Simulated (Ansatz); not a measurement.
One change: `O=C[O][GeH3]` becomes `O=CO[SiH3]`.

Ansatz, PBE0-D4/def2-TZVP geometries, multiplicity 1. Each molecule was computed in one conformer, which needn't be the lowest.

Scalar relativity is left out up to krypton.

```csv
property,`O=C[O][GeH3]`
zero-point energy (PBE0-D4/def2-TZVP) / kJ/mol,125.1
LUMO energy (PBE0/def2-TZVPP) / eV,-0.01
HOMO–LUMO gap (B3LYP/def2-TZVPP) / eV,7.79
HOMO energy (ωB97M-V/def2-TZVPP) / eV,-10.79
size of the dipole moment (B3LYP/def2-TZVPP) / D,1.76
LUMO energy (ωB97M-V/def2-TZVPP) / eV,1.86
```

Task: What does the change do to each property? (An estimate is asked.)

Result: Ansatz gave: 
| property | `O=CO[SiH3]` | shift |
| --- | --- | --- |
| zero-point energy (PBE0-D4/def2-TZVP) / kJ/mol | 129.8 | 4.7 |
| LUMO energy (PBE0/def2-TZVPP) / eV | -0.37 | -0.36 |
| HOMO–LUMO gap (B3LYP/def2-TZVPP) / eV | 7.70 | -0.09 |
| HOMO energy (ωB97M-V/def2-TZVPP) / eV | -11.08 | -0.29 |
| size of the dipole moment (B3LYP/def2-TZVPP) / D | 1.55 | -0.21 |
| LUMO energy (ωB97M-V/def2-TZVPP) / eV | 1.75 | -0.11 |

With PBE0 the HOMO falls by 0.28 eV and the LUMO falls by 0.36 eV, so the gap narrows by about 0.08 eV. PBE moves the HOMO by -0.25 eV and ωB97M-V by -0.29 eV. Dipoles are sizes alone; their direction can turn.

B3LYP here is the variant with VWN-RPA as its local correlation; programs differ in this.
